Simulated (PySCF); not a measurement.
`C=C=C=CCC(C)C`, C8H12

Geometry:
| atom | x (Å) | y (Å) | z (Å) |
| --- | --- | --- | --- |
| C1 | 4.114 | 1.345 | -0.259 |
| C2 | 3.066 | 0.564 | -0.304 |
| C3 | 2.065 | -0.196 | -0.364 |
| C4 | 1.014 | -0.979 | -0.405 |
| C5 | -0.174 | -0.845 | 0.494 |
| C6 | -1.446 | -0.505 | -0.301 |
| C7 | -2.675 | -0.599 | 0.598 |
| C8 | -1.333 | 0.888 | -0.913 |
| H9 | 4.189 | 2.149 | 0.456 |
| H10 | 4.944 | 1.214 | -0.935 |
| H11 | 0.966 | -1.774 | -1.140 |
| H12 | -0.329 | -1.796 | 1.015 |
| H13 | 0.008 | -0.070 | 1.242 |
| H14 | -1.551 | -1.236 | -1.111 |
| H15 | -2.592 | 0.100 | 1.429 |
| H16 | -3.575 | -0.357 | 0.037 |
| H17 | -2.785 | -1.603 | 1.003 |
| H18 | -1.254 | 1.640 | -0.130 |
| H19 | -2.208 | 1.113 | -1.518 |
| H20 | -0.449 | 0.959 | -1.543 |

The calculation used GIAO HF/pcSseg-1 magnetisability, rotational g tensor and spin-rotation constants, non-relativistic, gas phase (PySCF). Geometry: GFN2-xTB.

**Question.** Give the nuclear spin-rotation constants along the inertial axes (H = +C I·J) beside the isotropic shieldings.

**Answer.** Rotational constants 5.3163, 0.8173, 0.7647 GHz. A star marks the isotopologue with that one atom substituted, in its own axes.
| atom | isotope | Caa (kHz) | Cbb (kHz) | Ccc (kHz) | mean (kHz) | σ (ppm) |
| --- | --- | --- | --- | --- | --- | --- |
| H9 | 1H | -0.516 | -0.064 | 0.028 | -0.184 | 26.9 |
| H10 | 1H | 0.028 | -0.089 | -0.026 | -0.029 | 26.8 |
| H11 | 1H | -0.532 | -0.065 | 0.038 | -0.186 | 26.4 |
| H12 | 1H | -0.467 | 0.011 | -0.084 | -0.180 | 29.9 |
| H13 | 1H | -0.547 | -0.083 | 0.008 | -0.207 | 30.5 |
| H14 | 1H | -0.542 | -0.085 | 0.004 | -0.207 | 31.0 |
| H15 | 1H | -0.585 | -0.089 | 0.007 | -0.222 | 31.4 |
| H16 | 1H | -0.206 | -0.056 | -0.071 | -0.111 | 30.9 |
| H17 | 1H | -0.512 | 0.008 | -0.088 | -0.198 | 31.0 |
| H18 | 1H | -0.622 | -0.077 | -0.002 | -0.234 | 31.7 |
| H19 | 1H | -0.230 | -0.055 | -0.072 | -0.119 | 31.2 |
| H20 | 1H | -0.073 | -0.084 | -0.058 | -0.072 | 30.6 |
| C1 | 13C* | 1.451 | 0.116 | 0.242 | 0.603 | 99.4 |
| C2 | 13C* | 2.163 | 0.286 | 0.318 | 0.922 | 4.3 |
| C3 | 13C* | 2.008 | 0.294 | 0.303 | 0.868 | 13.7 |
| C4 | 13C* | 1.681 | 0.146 | 0.279 | 0.702 | 72.8 |
| C5 | 13C* | 0.888 | 0.138 | 0.131 | 0.386 | 150.6 |
| C6 | 13C* | 0.793 | 0.126 | 0.104 | 0.341 | 165.3 |
| C7 | 13C* | 0.676 | 0.118 | 0.114 | 0.303 | 169.1 |

For the geometry as given, no vibrational averaging.

**Question.** How do the rotational constants and the g tensor change when H9, H10, H11, H12, H13, H14, H15, H16, H17, H18, H19, H20 are replaced by deuterium?

**Answer.** Constants 3.9958, 0.7007, 0.6564 GHz; g -0.0227, -0.0003, -0.0027, against -0.0301, -0.0004, -0.0031 before.
